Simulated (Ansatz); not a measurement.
```yaml
crystal:
  periodic: [false, false, false]
  atoms:
    - {symbol: C, position_ang: [-2.132869, -2.028675, -1.051984]}
    - {symbol: N, position_ang: [-1.773975, -0.747856, -0.482912]}
    - {symbol: Zr, position_ang: [0.118931, -0.049464, -0.151037]}
    - {symbol: O, position_ang: [1.339514, -0.501884, -1.596435]}
    - {symbol: N, position_ang: [-0.043493, 1.971318, 0.117762]}
    - {symbol: C, position_ang: [-0.080652, 2.982744, -0.916097]}
    - {symbol: N, position_ang: [0.706472, -0.825855, 1.647474]}
    - {symbol: C, position_ang: [2.057207, -0.880767, 2.162684]}
    - {symbol: H, position_ang: [-2.787827, -2.612740, -0.392183]}
    - {symbol: H, position_ang: [-1.234547, -2.632936, -1.217058]}
    - {symbol: H, position_ang: [-2.635351, -1.938133, -2.023983]}
    - {symbol: H, position_ang: [-2.587556, -0.162724, -0.346726]}
    - {symbol: H, position_ang: [1.953308, -0.756089, -2.276812]}
    - {symbol: H, position_ang: [-0.009488, 2.386031, 1.039613]}
    - {symbol: H, position_ang: [-0.085183, 2.511373, -1.904449]}
    - {symbol: H, position_ang: [0.789327, 3.651956, -0.889602]}
    - {symbol: H, position_ang: [-0.982092, 3.607044, -0.860813]}
    - {symbol: H, position_ang: [0.059306, -1.312840, 2.253129]}
    - {symbol: H, position_ang: [2.156231, -0.382676, 3.136086]}
    - {symbol: H, position_ang: [2.743012, -0.370370, 1.478143]}
    - {symbol: H, position_ang: [2.429725, -1.907458, 2.275180]}
basis:
  gaussian: {orbitals: def2-mTZVP, fitting: {mean_field: cc-pVTZ-jkfit}, point_charges: [{charge: 1.00, position_ang: [5.626, -0.135, -0.158]}]}
magnetization: {spin_polarized: false, initial_magnetization: 2}
hamiltonian: {xc: {name: wB97X}}
```

```sh
$ ansatz run in.yaml --threads 4 --pin off --events-out ev --progress --plain --max-ram 66560MiB --backend cpu
```

(1) How does Ansatz answer? (An estimate is asked.)

Answers

(1) Ansatz gave: The program refused the input.
```
Functional definition: wB97X
Error: <dir> the basis set cc-pVTZ-JKFIT has no functions for Zr
```
